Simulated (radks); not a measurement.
Results of a calculation; reference values are marked as such.
Question: Radial electron density D(r) = 4 pi r^2 rho(r) of an atom or ion with 4 electrons. Code: a radial shooting solver on a logarithmic mesh with Libxc functionals. Model: scalar-relativistic Kohn-Sham, SCAN, spin-unpolarised, spherical densities, finite nucleus; meta-GGA in the generalised Kohn-Sham scheme; Fermi nuclear charge, rms radius of each element as measured or else 0.836 A^(1/3) + 0.57 fm.

```
   r/bohr * D(r) (the largest magnitude, 5.14, reaches the edge; | marks zero)
  0.02275 |   *
  0.02525 |    *
  0.02779 |     *
  0.03083 |      *
  0.03421 |       *
  0.03766 |         *
  0.04179 |          *
  0.04637 |            *
  0.05145 |               *
  0.05664 |                 *
  0.06284 |                    *
  0.06973 |                       *
  0.07737 |                          *
  0.08517 |                              *
   0.0945 |                                 *
   0.1049 |                                     *
   0.1164 |                                         *
   0.1281 |                                            *
   0.1421 |                                                *
   0.1577 |                                                   *
   0.1736 |                                                    *
   0.1926 |                                                      *
   0.2137 |                                                      *
   0.2371 |                                                     *
    0.261 |                                                   *
   0.2896 |                                                *
   0.3214 |                                           *
   0.3566 |                                      *
   0.3925 |                                 *
   0.4356 |                           *
   0.4833 |                     *
    0.532 |                 *
   0.5903 |             *
    0.655 |          *
   0.7268 |        *
      0.8 |       *
   0.8877 |        *
    0.985 |         *
    1.093 |          *
    1.203 |           *
    1.335 |            *
    1.481 |            *
    1.644 |            *
    1.809 |          *
    2.007 |         *
    2.228 |       *
    2.452 |     *
    2.721 |   *
    3.019 |  *
     3.35 |*
    3.687 |*
    4.091 *
     4.54 *
    5.037 *
    5.545 *
    6.153 *
```

What is the nuclear charge?

Answer: Z = 5. The innermost maximum, from 1s, lies near gamma/Z bohr with gamma = sqrt(1 - (Z/c)^2) = 0.999, here 0.2 bohr (found: 0.207), and its height grows with Z. The density is that of the boron ion B+ in [He] 2s2; the configuration itself is not fixed sharply by these data. D(r) has 2 maxima, at r = 0.207, 1.45 bohr, and minima at 0.806 bohr, inside which lie 2.06 electrons.
